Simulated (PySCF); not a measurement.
A run for PySCF: R-MP2/6-31G* on AsH3 (SMILES [AsH3]).

```python
from pyscf import gto, scf, dft, mp
from pyscf.data.elements import chemcore

mol = gto.M(
    atom='''
    As   -0.65179306   -0.48964184    2.79867666
    H    -0.18668835    0.01034062    4.14651243
    H    -0.43267756   -1.96111832    3.06276176
    H    -2.13310047   -0.46808486    3.09571185
    ''',
    basis='6-31g*',
    cart=True,
    charge=0, spin=0, verbose=3, max_memory=1800)
mf = scf.RHF(mol)
mf.conv_tol = 1e-8
mf.max_cycle = 100
mf.kernel()
if not mf.converged:
    mf = mf.newton().run(mf.mo_coeff, mf.mo_occ)
pt = mp.MP2(mf, frozen=chemcore(mol)).run()
```

**Question.** What total energy does the run end on?

**Answer.** -2235.8921 hartree.
